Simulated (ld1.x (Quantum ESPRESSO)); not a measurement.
What one change does to a pseudopotential (Au (Z = 79), TM semilocal)

* Element: Au
* Generator: ld1.x (Quantum ESPRESSO) 7.5
* Type: norm-conserving Troullier–Martins (semilocal form)
* Functional: LDA (PZ)
* Relativity: scalar-relativistic
* Frozen core: [Kr] 4d10 4f14 5s2
* Valence charge: 17
* Reference configuration: 5p6 5d10 6s1 6p0
* Partial waves: 5p (bound): rc 1.40 bohr; 5d (bound): rc 1.35 bohr; 6s (bound): rc 1.90 bohr
* Local potential: the s channel
* Core correction: none

Change: wave 6s (bound): rc 1.90 bohr becomes 6s (bound): rc 1.96 bohr.

Cutoffs: the cutoffs (Ry, on a coarse ladder) from which the occupation-weighted sum of valence levels, in a spherical-Bessel basis at the reference potential, stays within 10 and 1 mRy of its value at 400 Ry; they do not see the model core or the augmentation charge, which bear on the density cutoff. Errors are all-electron minus pseudo energies relative to the spin-unpolarised reference configuration.

Task: How do hardness, ghosts and transferability respond?

Result: The potential gets neither clearly harder nor softer (90 Ry and 120 Ry → 90 Ry and 120 Ry); the p channel sets the loose cutoff, while the largest relative change is in s, which becomes softer; of the 9 tests that both files solve, the error grows in 3 and shrinks in 1 by more than 15 % and 0.3 meV (median size 12.6 → 16.8 meV); neither file shows a bound ghost. A semilocal file is local in each channel, so a ghost entry of none says nothing of the separable form that plane-wave codes build from it.

| quantity | base | changed |
| --- | --- | --- |
| cutoff, loose | 90 Ry | 90 Ry |
| cutoff, tight | 120 Ry | 120 Ry |
| loose cutoff by channel (10 mRy a level) | p 55 Ry, d 35 Ry, s 18 Ry | p 55 Ry, d 35 Ry, s 8 Ry |
| bound ghosts | none | none |
| error for 5p6 5d10 6s0 6p0, meV [ΔE 9.77 eV] | -9.3 | -11 |
| error for 5p6 5d9 6s0 6p0, meV [ΔE 31.28 eV] | -1.2 | -0.6 |
| error for 5p6 5d8 6s0 6p0, meV [ΔE 65.44 eV] | +13 | +17 |
| error for 5p6 5d10 6s0.5 6p0, meV [ΔE 3.95 eV] | -2.7 | -3.0 |
| error for 5p5 5d10 6s1 6p0, meV [ΔE 66.40 eV] | -104 | -111 |
| error for 5p6 5d7 6s0 6p0, meV [ΔE 113.44 eV] | +33 | +42 |
| error for 5p6 5d10 6s0 6p1, meV [ΔE 5.40 eV] | +61 | +60 |
| error for 5p6 5d10 6s1 6p0 (spin-polarised), meV [ΔE -0.13 eV] | +0.5 | +0.7 |
| error for 5p6 5d9 6s0 6p0 (spin-polarised), meV [ΔE 31.13 eV] | +22 | +23 |
